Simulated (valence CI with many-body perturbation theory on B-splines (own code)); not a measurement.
Level structure of Ag26+

Level of theory: relativistic CI+MBPT: three valence electrons over a frozen Dirac-Fock core [Ar], radial functions for each j: 9 s, 9 p, 10 d, 8 f, 5 g, 3 h, 1 i, with the one-electron correlation potential Σ1, the two-electron term Σ2, the three-electron term Σ3, Breit, model QED; selected CI, second order for the rest (own B-spline code, finite nucleus).

The last digits are not significant, and no measured levels were compared; by estimate large intervals hold to a few tenths of a per cent, small ones and those within an open d or f shell to about a per cent. Only levels of the ground parity were solved; by the run's estimate the other parity begins above the list, which can be wrong where configurations are misplaced.

Levels 1 to 19 of 19, with energies above the lowest level, 3d3 4F_3/2. "Leading %" is the weight of the configuration and term that name the level; weights of strongly mixed levels are sums over their largest components and can fall short. In the jj column 3d3/2^4 stands for four electrons in 3d with j = 3/2. Lifetimes count E1, E2, E3, M1 and M2 decay at the calculated energies, and are blank where another channel may lead or the interval is too uncertain; long ones can be off by a factor of two.

| No. | Configuration | Term | J | E (eV) | Leading % | Lifetime | g | Leading jj |
| --- | --- | --- | --- | --- | --- | --- | --- | --- |
| 1 | 3d3 | 4F | 3/2 | 0.000 | 80 |  | 0.498 | 3d3/2^3 (77 %) |
| 2 | 3d3 | 4F | 5/2 | 4.506 | 94 | 574 μs | 1.035 | 3d3/2^2 3d5/2 (92 %) |
| 3 | 3d3 | 4F | 7/2 | 7.794 | 82 | 1.58 ms | 1.179 | 3d3/2^2 3d5/2 (59 %) |
| 4 | 3d3 | 4F | 9/2 | 9.733 | 52 | 14.7 ms | 1.198 | 3d3/2^2 3d5/2 (70 %) |
| 5 | 3d3 | 4P | 3/2 | 9.861 | 47 | 354 μs | 1.369 | 3d3/2^2 3d5/2 (82 %) |
| 6 | 3d3 | 4P | 1/2 | 11.482 | 71 | 1.47 ms | 2.085 | 3d3/2^2 3d5/2 (97 %) |
| 7 | 3d3 | 2G | 7/2 | 15.435 | 80 | 160 μs | 0.953 | 3d3/2 3d5/2^2 (71 %) |
| 8 | 3d3 | 2H | 9/2 | 16.171 | 55 | 251 μs | 1.076 | 3d3/2 3d5/2^2 (55 %) |
| 9 | 3d3 | 4P | 5/2 | 16.767 | 88 | 454 μs | 1.541 | 3d3/2 3d5/2^2 (59 %) |
| 10 | 3d3 | 2D | 3/2 | 18.900 | 46 | 80.3 μs | 1.173 | 3d3/2 3d5/2^2 (95 %) |
| 11 | 3d3 | 2P | 1/2 | 20.093 | 71 | 170 μs | 1.244 | 3d3/2 3d5/2^2 (97 %) |
| 12 | 3d3 | 2H | 11/2 | 21.473 | 100 | 535 μs | 1.087 | 3d3/2 3d5/2^2 (100 %) |
| 13 | 3d3 | 2D | 5/2 | 23.080 | 89 | 163 μs | 1.208 | 3d3/2 3d5/2^2 (67 %) |
| 14 | 3d3 | 2G | 9/2 | 25.042 | 57 | 104 μs | 1.068 | 3d5/2^3 (80 %) |
| 15 | 3d3 | 2F | 5/2 | 26.812 | 83 | 258 μs | 0.922 | 3d3/2 3d5/2^2 (53 %) |
| 16 | 3d3 | 2F | 7/2 | 27.286 | 94 | 247 μs | 1.127 | 3d3/2 3d5/2^2 (88 %) |
| 17 | 3d3 | 2P | 3/2 | 27.633 | 59 | 85.3 μs | 1.203 | 3d5/2^3 (81 %) |
| 18 | 3d3 | 2D | 3/2 | 39.833 | 99 |  | 0.806 | 3d3/2 3d5/2^2 (81 %) |
| 19 | 3d3 | 2D | 5/2 | 40.505 | 82 | 41.9 μs | 1.162 | 3d5/2^3 (68 %) |

Names give the largest LS component (configuration and term), which can be under half, so a name can repeat, a term be missing and a line seem to break the LS rules; names also repeat where a configuration has a term twice.

The ionisation energy to 3d2 3F_2 of the next ion comes out as 1382.7 eV (NIST: 1382 ± 4 eV (theoretical)). All 19 levels together are meant to be complete up to 42.123 eV.
